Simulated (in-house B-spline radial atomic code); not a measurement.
Ir⁴⁺. Computed with a B-spline radial atomic code. Model: all-electron spherical atom, spin shells full or empty, radial basis limit, no spin-orbit coupling, Breit or QED, empty-state partial waves extrapolated as (l+1/2)^-4, RPA, G0W0 and static COHSEX of the highest shell as one setting changes (uncorrelated shells keep exact exchange).

Without the two-electron picture change, core correlation of heavy ions comes too large.

Given: element Ir; charge 4; filled core Xe; hamiltonian one-electron scalar X2C; mean-field start PBE0; highest l of empty states 9; nuclear rms radius 5.4032 fm; highest mean-field shell 5d up.

Shell: 4f 7 7, 5d 5 0 (electrons up and down).

| lowest nl shells left uncorrelated | RPA correlation energy (hartree) | G0W0 level (eV) | G0W0 minus most complete (meV) | COHSEX level (eV) | linearised minus solved G0W0 (meV) |
| --- | --- | --- | --- | --- | --- |
| 0 | -6.4967 | -59.672 | 0 | -62.206 | -20.5 |
| 1 | ? | ? | ? | ? | ? |
| 2 | -6.0549 | -59.671 | 0.7 | -62.205 | -20.5 |
| 3 | -5.4443 | -59.67 | 1.9 | -62.208 | -20.5 |
| 4 | -5.2463 | -59.669 | 2.9 | -62.207 | -20.5 |
| 5 | ? | ? | ? | ? | ? |
| 6 | -3.6329 | -59.654 | 17.5 | -62.179 | -20.4 |
| 7 | -3.4433 | -59.657 | 15.4 | -62.18 | -20.4 |
| 8 | -2.8763 | -59.668 | 4.1 | -62.188 | -20.5 |
| 9 | -1.9088 | -59.751 | -78.5 | -62.32 | -21.2 |
| 10 | -1.7158 | -59.765 | -92.9 | -62.278 | -21.6 |
| 11 | -0.47411 | -59.556 | 115.8 | -61.732 | -19.9 |
| 12 | -0.12788 | -59.575 | 96.7 | -61.32 | -21.7 |

Task: What follows for lowest nl shells left uncorrelated = 1?

Result: RPA correlation energy -6.2662 hartree; G0W0 level -59.672 eV; G0W0 minus most complete 0 meV; COHSEX level -62.205 eV; linearised minus solved G0W0 -20.5 meV.

Task: What follows for lowest nl shells left uncorrelated = 5?

Result: RPA correlation energy -4.6371 hartree; G0W0 level -59.666 eV; G0W0 minus most complete 6.4 meV; COHSEX level -62.205 eV; linearised minus solved G0W0 -20.5 meV.
